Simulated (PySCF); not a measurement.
Vertical excitation energies

Compound: PhCHFCOOEt, C10H11FO2.
Geometry (PBE0-D3(BJ)/def2-SVP, Å), atoms numbered from 1 in this order:
```
atom  x, y, z in Å
C1     2.8841    1.1939   -0.3687
C2     3.0374   -0.2985   -0.5461
O3     1.7808   -0.9193   -0.8385
C4     0.9982   -1.1917    0.1928
O5     1.2701   -0.9953    1.3491
C6    -0.3481   -1.7609   -0.2349
F7    -0.2859   -2.2802   -1.4952
C8    -1.4033   -0.6803   -0.1504
C9    -2.0608   -0.2603   -1.3071
C10   -3.0314    0.7376   -1.2323
C11   -3.3457    1.3213   -0.0069
C12   -2.6843    0.9041    1.1485
C13   -1.7164   -0.0940    1.0799
H14    2.2659    1.4193    0.5118
H15    3.8715    1.6571   -0.2223
H16    2.4176    1.6474   -1.2556
H17    3.6739   -0.5405   -1.4079
H18    3.4621   -0.7638    0.3560
H19   -0.5816   -2.5759    0.4712
H20   -1.8086   -0.7236   -2.2618
H21   -3.5453    1.0606   -2.1409
H22   -4.1074    2.1025    0.0493
H23   -2.9251    1.3580    2.1127
H24   -1.1863   -0.4145    1.9797
```

Method used: TDDFT PBE0/def2-SVPD, vertical, gas phase, core orbitals frozen in the response (PySCF).

**Question.** What does the calculation give for the low-lying excited states?

**Answer.** 

| state | E (eV) | E (hartree) | f | \|μ\| (D) | main configurations (H = HOMO, L = LUMO) |
| --- | --- | --- | --- | --- | --- |
| S1 | 5.37 | 0.1972 | 0.0015 | 0.28 | H-1→L (52%), H→L+1 (44%) |
| S2 | 5.61 | 0.2061 | 0.069 | 1.80 | H→L (55%), H-2→L (19%), H-2→L+2 (12%) |
| S3 | 6.03 | 0.2215 | 0.013 | 0.76 | H-2→L (32%), H→L (28%), H-2→L+2 (17%) |
| S4 | 6.42 | 0.2360 | 0.067 | 1.66 | H-1→L+2 (32%), H-1→L (27%), H→L+1 (19%) |
| S5 | 6.46 | 0.2373 | 0.044 | 1.34 | H→L+2 (49%), H-1→L+1 (18%), H-2→L (14%) |
| S6 | 6.85 | 0.2516 | 0.193 | 2.73 | H-2→L+1 (28%), H-1→L+1 (20%), H-2→L+2 (16%) |
| S7 | 6.94 | 0.2551 | 0.227 | 2.94 | H-2→L+1 (37%), H-1→L+2 (14%), H-1→L+1 (11%) |
| S8 | 7.05 | 0.2589 | 0.0066 | 0.50 | H→L+3 (78%), H→L+4 (16%) |
| S9 | 7.17 | 0.2634 | 0.130 | 2.19 | H-1→L+3 (41%), H-1→L+4 (11%), H-2→L+1 (11%) |
| S10 | 7.21 | 0.2651 | 0.143 | 2.29 | H-1→L+3 (34%), H-1→L+2 (22%), H-1→L+4 (11%) |

Triplets, Tamm–Dancoff:

```json
{"state": "T1", "E (eV)": "4.02", "λ (nm)": "308.3", "main configurations (H = HOMO, L = LUMO)": "H→L (52%), H-1→L+1 (35%)"}
{"state": "T2", "E (eV)": "4.69", "λ (nm)": "264.5", "main configurations (H = HOMO, L = LUMO)": "H-1→L (40%), H→L+1 (28%), H-1→L+1 (15%)"}
{"state": "T3", "E (eV)": "4.71", "λ (nm)": "263.3", "main configurations (H = HOMO, L = LUMO)": "H-1→L+1 (46%), H→L (23%), H→L+1 (15%)"}
{"state": "T4", "E (eV)": "5.07", "λ (nm)": "244.3", "main configurations (H = HOMO, L = LUMO)": "H→L+1 (55%), H-1→L (40%)"}
```

The lowest singlet comes at 231 nm (518 kJ/mol) in the ultraviolet; it is very weak; its leading configuration is HOMO-1→LUMO (52%). The most intense listed level is S7 at 6.94 eV (179 nm, f = 0.227), 1.58 eV above S1. Löwdin shares by element: HOMO carbon 65% or more (atoms not listed hold the other 35%); LUMO carbon 51% or more (atoms not listed hold the other 49%). Of the 10 states listed, 8 reach f = 0.01 and none stays under 0.0005. Orbital energies (eV): HOMO-3 -9.06, HOMO-2 -8.36, HOMO-1 -7.48, HOMO -7.33, LUMO -0.74, LUMO+1 -0.41, LUMO+2 0.21. The listed states span 1.85 eV, and the widest gap between neighbours is 0.42 eV (S2 to S3). Singlets were solved by full linear response, triplets in the Tamm–Dancoff approximation.

One conformer stands for the species.
